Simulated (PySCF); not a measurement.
Species: C₈H₈O₂.
Numbering: `[CH:1]#[C:2]/[CH:3]=[CH:4]/[C:5](=[O:6])[C:7](=[CH2:8])[O:9][CH3:10]` (hydrogens: H11 on C1; H12 on C3; H13 on C4; H14, H15 on C8; H16, H17, H18 on C10)

Geometry (PBE0-D3(BJ)/def2-SVP, Å), atoms numbered from 1 in this order:
```
atom  x, y, z in Å
C1     4.234   -0.643    0.621
C2     3.283    0.106    0.518
C3     2.197    1.006    0.403
C4     0.907    0.634    0.285
C5    -0.135    1.682    0.177
O6     0.133    2.867    0.199
C7    -1.560    1.221    0.038
C8    -2.550    2.123   -0.044
O9    -1.680   -0.120    0.013
C10   -2.969   -0.655   -0.098
H11    5.071   -1.311    0.711
H12    2.415    2.082    0.410
H13    0.609   -0.414    0.270
H14   -3.601    1.852   -0.144
H15   -2.271    3.176   -0.010
H16   -2.865   -1.748   -0.088
H17   -3.607   -0.343    0.748
H18   -3.454   -0.344   -1.040
```

The closed-shell ground state was solved at several levels (PySCF, density fitting, gas phase, non-relativistic).

```
            level  basis functions  total energy (Eh)  HOMO (eV)  LUMO (eV)  gap (eV)  dipole (D)
mPW1PW91/pcSseg-1              210          -459.8200      -7.13      -2.55      4.58        3.34
    PBE0/pcSseg-1              210          -459.4033      -7.10      -2.53      4.57        3.33
```

(1) What might PBE0/def2-SVPD (270 basis functions) give for the same quantities?

(2) How far do the dipole and the HOMO energy spread over the levels?

Answers

(1) Total energy -459.1405 Eh, HOMO -7.15 eV, LUMO -2.60 eV, gap 4.55 eV, dipole 3.27 D.

(2) The dipole runs from 3.27 to 3.34 D (mean 3.31 D) and the HOMO from -7.15 to -7.10 eV.

One conformer stands for the species.
